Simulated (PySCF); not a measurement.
C3H3N2, SMILES n1c[c]c[nH]1, multiplicity 2. Geometry optimised at PBE-D3(BJ)/def2-SVP. The isomer is the one that the SMILES or the coordinates give; other isomers of the formula were not compared.

**Question.** Give the equilibrium geometry at PBE-D3(BJ)/def2-SVP (PySCF confirms it by a frequency run) as bond lengths and angles, and its point group. (An estimate is asked for; the answer gives what the named calculation found.)

**Answer.** point group Cs.
Atoms: C1 C2 N3 N4 C5 H6 H7 H8. Bond lengths (Å): C1–C2 1.387, C1–C5 1.408, C2–N3 1.367, C2–H6 1.095, N3–N4 1.347, N3–H7 1.021, N4–C5 1.348, C5–H8 1.096. Bond angles (°): C2–C1–C5 107.7, C1–C2–N3 104.0, C1–C2–H6 133.0, N3–C2–H6 123.0, C2–N3–N4 113.7, C2–N3–H7 127.8, N4–N3–H7 118.5, N3–N4–C5 105.5, C1–C5–N4 109.2, C1–C5–H8 130.6, N4–C5–H8 120.2.
Charge 0, spin multiplicity 2.
